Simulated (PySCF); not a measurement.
## Excitation energy of Sn by level of theory

Sn [Kr] 4d10 5s2 5p2 (3P) → Sn [Kr] 4d10 5s1 5p2 5d1 (high-spin determinant), as a difference of total energies. All numbers are calculated (PySCF 2.14, scalar relativity through the core potential, in aug-cc-pVTZ-PP with ECP28MDF (6s5p4d2f, 55 functions)). Correlated levels: valence: 4s2 4p6 4d10 frozen. The calculations carry no spin-orbit coupling.

```json
{"method": "UHF", "excitation energy (eV)": "9.643"}
{"method": "MP2 (valence)", "excitation energy (eV)": "10.451"}
{"method": "SCS-MP2 (valence)", "excitation energy (eV)": "10.761"}
{"method": "CCSD (valence)", "excitation energy (eV)": "10.521"}
{"method": "CCSD(T) (valence)", "excitation energy (eV)": "10.508"}
```

Q: How much does correlation contribute at CCSD(T) (valence)?

A: 10.508 − (9.643) = 0.865 eV, measured against UHF.

The upper state lies above the first ionisation limit, but in LS coupling its spin forbids autoionisation to the ground ion; at this Z spin-orbit coupling breaks that rule.

The promoted electron is Rydberg-like, and one or two diffuse shells describe it only roughly, which tends to raise the upper state.

The coupled-cluster amplitudes are large for the upper state (T1 above 0.03 or a double amplitude above 0.15), so a single reference is strained.

The determinant of the upper state mixes LS terms, which raises its energy above the lowest term, most at the Hartree-Fock and MP2 levels.
